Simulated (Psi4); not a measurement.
HCl₃Si, singlet, at a GFN2-xTB geometry.

The Psi4 input:
```
memory 2 GB

molecule mol {
0 1
  Si    0.028634   -0.016278    0.491067
  Cl   -1.241581   -1.436795   -0.148817
  Cl   -0.640098    1.792321   -0.076853
  Cl    1.851449   -0.338342   -0.292763
  H     0.113031   -0.064254    1.938435
}

set basis sto-3g
set reference rks

energy('svwn')
print_variables()
```

**Question.** What does this run give for the nuclear repulsion energy, number of basis functions, total energy, dipole moment?

**Answer.** 
| Quantity | Result |
|---|---|
| nuclear repulsion energy | 342.2102 Eh |
| number of basis functions | 37 |
| total energy | -1648.0134 Eh |
| dipole moment | 1.97 D |
